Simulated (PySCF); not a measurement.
Br2H2O2Si, SMILES O[Si](O)(Br)Br. Atoms are numbered in the order given.

```xyz
7

O     -0.0773     1.3786     1.5867
Si     0.0000     0.0000     0.6888
O      0.0773    -1.3786     1.5867
Br    -1.8345     0.0060    -0.5579
Br     1.8345    -0.0060    -0.5579
H      0.7423     1.6648     2.0109
H     -0.7423    -1.6648     2.0109
```
Charge 0, spin multiplicity 1.

Geometry: B3LYP-D3(BJ)/def2-SVP. The values are those of a single conformer.

Method: PySCF with TDA-ωB97X/def2-SVPD.

Vertical excitations. Isolated molecule, no solvent. State labels are in the subgroup C2.

Computed lowest excited states:
```tsv
state	symmetry	energy (eV)	λ (nm)	f	main pairs
S1	B	7.08	175	0.057	HOMO→LUMO 66 %, HOMO→LUMO+1 18 %
S2	A	7.21	172	0.001	HOMO−1→LUMO 62 %, HOMO−1→LUMO+1 22 %
S3	B	7.37	168	0.023	HOMO−2→LUMO 64 %, HOMO−2→LUMO+1 17 %
S4	A	7.70	161	0.030	HOMO−3→LUMO 56 %, HOMO−3→LUMO+1 18 %
S5	B	8.32	149	0.011	HOMO−2→LUMO+1 50 %, HOMO−2→LUMO 11 %, HOMO−5→LUMO 9 %
S6	B	8.38	148	0.011	HOMO→LUMO+1 49 %, HOMO→LUMO 18 %, HOMO→LUMO+4 10 %
S7	A	8.39	148	0.005	HOMO−1→LUMO+1 52 %, HOMO−1→LUMO 16 %, HOMO−2→LUMO+2 10 %
S8	A	8.81	141	0.030	HOMO−3→LUMO+1 30 %, HOMO→LUMO+2 27 %, HOMO−6→LUMO 9 %, HOMO−3→LUMO+4 6 %
S9	B	8.84	140	0.090	HOMO−5→LUMO 47 %, HOMO−1→LUMO+2 15 %
S10	A	8.89	139	0.041	HOMO→LUMO+3 28 %, HOMO→LUMO+7 12 %, HOMO−6→LUMO 9 %, HOMO→LUMO+10 7 %
T1	B	6.51	190	0	HOMO→LUMO 57 %, HOMO→LUMO+1 26 %
T2	A	6.70	185	0	HOMO−1→LUMO 56 %, HOMO−1→LUMO+1 23 %
T3	B	6.83	182	0	HOMO−2→LUMO 56 %, HOMO−2→LUMO+1 18 %
T4	A	7.13	174	0	HOMO−3→LUMO 51 %, HOMO−3→LUMO+1 19 %
```
Triplets are in the Tamm–Dancoff approximation.
